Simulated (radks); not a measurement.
Question: These are the eigenvalues of the occupied orbitals of an atom or ion with whole-number occupations (hartree). All-electron calculation, scalar-relativistic Kohn-Sham, r2SCAN, spin-polarised, spherical densities, finite nucleus; meta-GGA in the generalised Kohn-Sham scheme; Fermi nuclear charge, rms radius of each element as measured or else 0.836 A^(1/3) + 0.57 fm. Program: a radial shooting solver on a logarithmic mesh with Libxc functionals.

| orbital | eigenvalue |
|---|---|
| 1s up | -1869.006 |
| 1s down | -1869.006 |
| 2s up | -330.6051 |
| 2s down | -330.3947 |
| 2p up | -296.8697 |
| 2p down | -296.7081 |
| 3s up | -92.75174 |
| 3s down | -92.70503 |
| 3p up | -82.25465 |
| 3p down | -82.18636 |
| 3d up | -68.52697 |
| 3d down | -68.37729 |
| 4s up | -36.51652 |
| 4s down | -36.00335 |
| 4p up | -32.76898 |
| 4p down | -32.25966 |
| 4d up | -27.62342 |

Which element is it, and in what charge state? The configuration may be excited. Open shells, if any, are filled with parallel spins first.

Answer: Z = 64, gadolinium, charge +23: Gd23+ in [Kr] 4d5. The list shows which subshells hold electrons but not how many an open one holds; the 1s level, -1869 hartree, gives Z - s = 61.1 by -(Z - s)^2/2, which with screening and relativity narrows Z to a few neighbours, and the depths of the outer levels then fix element, charge and occupations together.
